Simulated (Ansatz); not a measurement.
OsO2⁻ (the lowest doublet isomer of a short search). The state is a doublet with charge -1. Geometry PBE0-D4/def2-TZVPD, basis def2-TZVPD, Ansatz.

Cartesian coordinates in Å:
```
Os 0.150 0.236 0.068
O -1.349 0.422 0.888
O 1.199 -0.658 -0.956
```

| run | HOMO (eV) | LUMO (eV) |
| --- | --- | --- |
| A | -3.03 | 4.19 |
| B | 0.01 | 1.35 |
| C | -0.83 | 2.21 |
| D | -0.43 | 1.82 |
| E | 0.19 | 0.41 |
| F | -0.73 | 1.78 |

In the def2 sets Os takes a core potential; there is no spin–orbit coupling. B3LYP takes the VWN-RPA correlation. HSE06 is defined as in plane-wave codes, on full-range PBE exchange. The structure comes from a short search, and lower isomers may exist.

HOMO and LUMO are taken over both spins.

Problem. The runs used B3LYP, HF, HSE06, LDA (SPW92), PBE0, r2SCAN. Estimate which is which.

Solution. A HF (100 % exact exchange); B r2SCAN (0 % exact exchange); C PBE0 (25 % exact exchange); D HSE06 (range-separated); E LDA (SPW92) (0 % exact exchange); F B3LYP (20 % exact exchange). Exact exchange lowers occupied and raises empty levels; among semilocal functionals meta-GGAs tend to open the gap a little, and such runs are hard to tell apart. The gap grows from 0.22 eV (LDA (SPW92)) to 7.22 eV (HF). At r2SCAN-D4/def2-TZVPD, LDA (SPW92)/def2-TZVPD the highest occupied level of the charge -1 doublet lies above zero (up to 0.19 eV). By energy differences its removal costs 2.78 eV (vertical, to the charge 0 triplet, at PBE0-D4/def2-TZVPD).
